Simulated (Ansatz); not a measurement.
Reaction (formal hydrolysis of a Ge–F bond): `[F][Ge][F]` + H₂O → `[OH][Ge][F]` + H–F

Program: Ansatz. Geometries: PBE0-D4/def2-TZVP. ΔE: electronic, gas phase. CCSD(T)/CBS adds triple-zeta CCSD(T) − MP2 to the extrapolated MP2 energy (def2 sets, frozen cores). This one scheme is used for every species. For Ge outer-core shells are correlated without core-valence functions, which leaves a few kJ/mol of doubt a bond. Scalar relativity is left out up to krypton. Each species was taken in one conformer, which may not be the lowest.

```csv
species,CCSD(T)/CBS(def2) energy (Eh)
`[F][Ge][F]`,-2275.77030
H₂O,-76.37941
`[OH][Ge][F]`,-2251.74560
H–F,-100.39570
```

**Question.** Work out ΔE.

**Answer.** ΔE = (-2251.74560) + (-100.39570) − (-2275.77030) − (-76.37941) = 0.00841 Eh = +22.1 kJ/mol.

Largest T1 diagnostic among the species: 0.015.

Leaving LDA and LC-ωPBE aside and taking each functional with its dispersion term where it has one, the values, not all of them listed here, spread over 8.4 kJ/mol, from PBE-QIDH to B97M-V. LDA lies −6.5 kJ/mol from PBE without D4. In def2-TZVPP, CCSD(T) changes the Hartree–Fock value by −9.1 kJ/mol (the triples alone add −1.1 kJ/mol) and MP2 by −11.6 kJ/mol.
